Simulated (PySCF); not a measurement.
Compound: C5H5ClP2.
Geometry (GFN2-xTB, Å), atoms numbered from 1 in this order:
```
atom  x, y, z in Å
C1    -2.0143   -0.6314   -0.0221
C2    -0.5473   -0.3013   -0.0160
C3    -0.1828    1.0308    0.0987
C4     1.0915    1.5579    0.1263
P5     2.6167    0.7388    0.0236
C6     2.0931   -0.9121   -0.1267
Cl7    3.4070   -2.0559   -0.2623
P8     0.5284   -1.6698   -0.1648
H9    -2.1703   -1.7085   -0.0086
H10   -2.4905   -0.2265   -0.9154
H11   -2.5098   -0.1949    0.8445
H12   -1.0015    1.7394    0.1793
H13    1.1755    2.6339    0.2258
```

Computed with PySCF 2.14.0, density-fitted response routines, TDDFT CAM-B3LYP/def2-SVPD, vertical, gas phase, core orbitals frozen in the response.

Transition dipole moments from the ground state, in atomic units and in the frame of the coordinates above (overall signs are arbitrary), for the states with f of 0.002 or more among the lowest 8:

| state | E (hartree) | μx | μy | μz |
| --- | --- | --- | --- | --- |
| S1 | 0.1468 | 0.063 | -0.143 | -0.013 |
| S2 | 0.1657 | -0.234 | -0.068 | -0.025 |
| S3 | 0.1677 | 0.008 | -0.041 | 0.356 |
| S4 | 0.1700 | -0.008 | 0.027 | -0.214 |
| S5 | 0.1837 | -1.132 | 1.115 | 0.128 |
| S6 | 0.1873 | 1.312 | 0.976 | 0.068 |
| S8 | 0.2039 | -0.006 | -0.022 | 0.247 |

(1) Work out the oscillator strengths.

(2) What angle do the transition dipoles of S3 and S5 make?

(3) How is the summed strength of these states shared among x, y and z?

(4) What peak molar absorption coefficient would the strongest computed level give as a lone Gaussian band 0.3 eV wide at half height?

Answers

(1) f = (2/3) ΔE |μ|² with ΔE in hartree (27.2114 eV).

```tsv
state	|μ|² (au)	|μ| (D)	f
S1	0.025	0.40	0.002
S2	0.060	0.62	0.007
S3	0.128	0.91	0.014
S4	0.047	0.55	0.005
S5	2.540	4.05	0.311
S6	2.680	4.16	0.335
S8	0.062	0.63	0.008
```

(2) |cos θ| = |μa·μb| / (|μa| |μb|) = 0.02, so θ ≈ 89° (taken between 0 and 90°, since the signs are arbitrary).

(3) (2/3) Σ ΔE μα² gives 0.378 for x, 0.274 for y and 0.030 for z, 0.683 in all.

(4) ε(max) = 2.175×10⁸ f / FWHM, with the width in cm⁻¹. S6: 2.175×10⁸ × 0.3346 / 2420 ≈ 30000 L mol⁻¹ cm⁻¹.
